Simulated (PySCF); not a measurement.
CH3NO2Si, SMILES C(#N)O[SiH2]O.

Coordinates come from a r2SCAN-D4/def2-SVP optimisation. This is a generated structure with no PubChem entry under its InChIKey; it may be hypothetical. The values are those of a single conformer.

Two levels are set side by side: TDA-PBE/def2-SVPD (PySCF) and TDA-ωB97X/def2-SVPD (PySCF). Vertical, same geometry. The lowest singlet is HOMO→LUMO 99 % with PBE and HOMO→LUMO 59 %, HOMO→LUMO+4 12 %, HOMO→LUMO+1 12 % with the other functional; states are paired by order. Differences are taken from unrounded values.

```json
[
 {"quantity": "lowest singlet excitation (eV)", "TDA-ωB97X": "7.50"},
 {"quantity": "lowest triplet excitation (TDA) (eV)", "TDA-ωB97X": "6.59"}
]
```

Task: What does TDA-PBE give, and how far is it from TDA-ωB97X? (An estimate is asked for; the answer gives what the named calculation found.)

Result: 
| quantity | TDA-PBE | TDA-PBE minus TDA-ωB97X |
|---|---|---|
| lowest singlet excitation (eV) | 6.03 | -1.47 |
| lowest triplet excitation (TDA) (eV) | 5.86 | -0.73 |

A lower first singlet is the usual sign of a functional without exact exchange. Differences between two approximate levels are no errors against the true value.

Rough cost on one machine, each run with all the roots and properties that it gave: TDA-ωB97X against TDA-PBE about 4 times.
